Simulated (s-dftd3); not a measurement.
trans-dichloroethylene (C$_{2}$H$_{2}$Cl$_{2}$), singlet, geometry from GFN2-xTB; D3(zero) for tpssh (s-dftd3).

The s-dftd3 input:
```
$ s-dftd3 mol.xyz --zero tpssh --json dftd3.json --noedisp --grad

# file mol.xyz
6

Cl     2.10328556     0.36099099     0.01830268
C      0.55226406    -0.36482497    -0.00124048
C     -0.55226406     0.36482497     0.00124048
Cl    -2.10328556    -0.36099099    -0.01830268
H      0.55829032    -1.44326218    -0.01538865
H     -0.55829032     1.44326218     0.01538865
```

Question: What does s-dftd3 print? Leave out banner, timings and long lists.

Answer: 
```
-----------------------------------
 s i m p l e   D F T - D 3  v1.4.0
-----------------------------------

Zero (Chai-Head-Gordon) damping: tpssh-D3(0)
--------------------
  s6         1.0000
  s8         1.2190
  s9         0.0000
 rs6         1.2230
 rs8         1.0000
 alp        14.0000
--------------------

Dispersion energy:      -2.3783326989687E-03 Eh

Gradient norm:           9.6434178063943E-04 Eh/a0
--------------------------------------------------
     #    Z           dE/dx      dE/dy      dE/dz
--------------------------------------------------
     1   17 Cl   -2.852E-04 -2.785E-04 -5.502E-06
     2    6 C    -3.710E-04  9.103E-05 -1.193E-06
     3    6 C     3.710E-04 -9.103E-05  1.193E-06
     4   17 Cl    2.852E-04  2.785E-04  5.502E-06
     5    1 H     2.848E-04  2.811E-04  5.533E-06
     6    1 H    -2.848E-04 -2.811E-04 -5.533E-06
--------------------------------------------------

Virial:
--------------------------------------------------
      component           x          y          z
--------------------------------------------------
          x      -2.440E-03 -1.431E-03 -3.455E-05
          y      -1.431E-03 -2.039E-03 -3.604E-05
          z      -3.455E-05 -3.604E-05 -6.968E-07
--------------------------------------------------

[Info] JSON dump of results written to 'dftd3.json'
```
